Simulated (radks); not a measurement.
The numbers below are computed, except where a source is named.
Task: These are the eigenvalues of the occupied orbitals of an atom or ion with whole-number occupations (eV). Code: a radial shooting solver on a logarithmic mesh with Libxc functionals. Model: non-relativistic Kohn-Sham, XLYP, spin-polarised, spherical densities, point nucleus.

orbital  eigenvalue
1s up     -12343.02
1s down   -12342.95
2s up     -1598.938
2s down   -1598.901
2p up     -1439.823
2p down   -1439.754
3s up     -242.2271
3s down   -242.1257
3p up     -187.5118
3p down   -187.3961
3d up      -90.6044
3d down    -90.4488
4s up      -49.0481
4s down    -47.8977
4p up      -36.8872

Which element is it, and in what charge state? The configuration may be excited. Open shells, if any, are filled with parallel spins first.

Result: Z = 34, selenium, charge +3: Se3+ in [Ar] 3d10 4s2 4p1. The list shows which subshells hold electrons but not how many an open one holds; the 1s level, -453.6 hartree, gives Z - s = 30.1 by -(Z - s)^2/2, which with screening narrows Z to a few neighbours, and the depths of the outer levels then fix element, charge and occupations together.
